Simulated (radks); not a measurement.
Results of a calculation; reference values are marked as such.
Problem. The mean radii <r> (bohr) of the occupied orbitals of an atom or ion are listed with their occupations. Level of theory: Dirac Kohn-Sham, relativistic LDA (MacDonald-Vosko exchange, VWN5 correlation), spin-unpolarised, spherical densities, finite nucleus; Fermi nuclear charge, rms radius of each element as measured or else 0.836 A^(1/3) + 0.57 fm (a radial shooting solver on a logarithmic mesh with Libxc functionals).

orbital  occ.      <r>
1s1/2       2  0.02568
2s1/2       2   0.1096
2p1/2       2  0.09216
2p3/2       4  0.09813
3s1/2       2   0.2926
3p1/2       2   0.2822
3p3/2       4   0.2941
3d3/2       4   0.2647
3d5/2       6   0.2685
4s1/2       2   0.6750
4p1/2       2   0.6973
4p3/2       4   0.7246
4d3/2       4   0.7930
4d5/2       6   0.8029
5s1/2       1    1.596
5p1/2       2    1.774
5p3/2       4    1.844

Name the element and its charge. Open shells, if any, fill j = l - 1/2 first.

Solution. Z = 56, barium, charge +3: Ba3+ in [Kr] 4d10 5s1 5p6. The 1s radius gives Z: for a bare nucleus <r> = (2 gamma + 1)/(2Z) with gamma = sqrt(1 - (Z/c)^2), 0.02523 bohr for Z = 56, and screening makes it slightly larger (0.02568 here). The occupations add up to 53, and the charge is Z minus that.
